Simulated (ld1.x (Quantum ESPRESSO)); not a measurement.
# An all-electron radial function and its pseudo partner (nickel (Ni))

Columns: radius, all-electron u(r) and pseudo u(r) of the 3d shell (level -6.61 eV) of nickel in the configuration [Ne] 3s2 3p6 3d8.5 4s1.5 4p0; PBEsol, scalar-relativistic, TM semilocal scheme, ld1.x (Quantum ESPRESSO) 7.5.

```tsv
r (bohr)	all-electron	pseudo
0.042	0.0111	0.0027
0.085	0.0636	0.0216
0.128	0.1552	0.0694
0.170	0.2671	0.1497
0.212	0.3865	0.2610
0.255	0.5054	0.3974
0.298	0.6137	0.5416
0.340	0.7054	0.6746
0.382	0.7820	0.7879
0.425	0.8447	0.8763
0.467	0.8913	0.9341
0.510	0.9253	0.9677
0.552	0.9467	0.9813
0.595	0.9584	0.9819
0.638	0.9614	0.9746
0.680	0.9574	0.9635
0.722	0.9481	0.9501
0.765	0.9341	0.9345
0.807	0.9171	0.9171
0.850	0.8971	0.8971
0.892	0.8758	0.8758
0.935	0.8526	0.8526
0.977	0.8292	0.8292
1.020	0.8047	0.8047
1.062	0.7805	0.7805
1.105	0.7558	0.7558
```

(1) How many radial nodes do the two functions have?

(2) At about which radius was the pseudo-wave matched?

(3) Is the pseudo-wave norm-conserving?

Answers

(1) The all-electron 3d function has n − l − 1 = 0; the pseudo-wave has 0.

(2) 0.85 bohr. The columns agree to 0.0005 from 0.77 bohr on; several derivatives are matched, so the curves merge somewhat inside the radius.

(3) Yes: the TM semilocal scheme keeps the norm inside the radius equal to the all-electron one, which fixes the energy derivative of the logarithmic derivative at the level.
